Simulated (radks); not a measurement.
Question: The mean radii <r> (bohr) of the occupied orbitals of an atom or ion are listed with their occupations. All-electron calculation, Dirac Kohn-Sham, PBE, spin-unpolarised, spherical densities, finite nucleus; Fermi nuclear charge, rms radius of each element as measured or else 0.836 A^(1/3) + 0.57 fm. Program: a radial shooting solver on a logarithmic mesh with Libxc functionals.

orbital  occ.      <r>
1s1/2       2  0.06356
2s1/2       2   0.2929
2p1/2       2   0.2579
2p3/2       4   0.2608
3s1/2       2   0.8753
3p1/2       2   0.9121
3p3/2       4   0.9194
3d3/2     0.8    1.020
3d5/2     1.2    1.022

Name the element and its charge. Open shells, if any, are shared by 2j + 1.

Answer: Z = 24, chromium, charge +4: Cr4+ in [Ar] 3d2. The 1s radius gives Z: for a bare nucleus <r> = (2 gamma + 1)/(2Z) with gamma = sqrt(1 - (Z/c)^2), 0.06186 bohr for Z = 24, and screening makes it slightly larger (0.06356 here). The occupations add up to 20, and the charge is Z minus that.
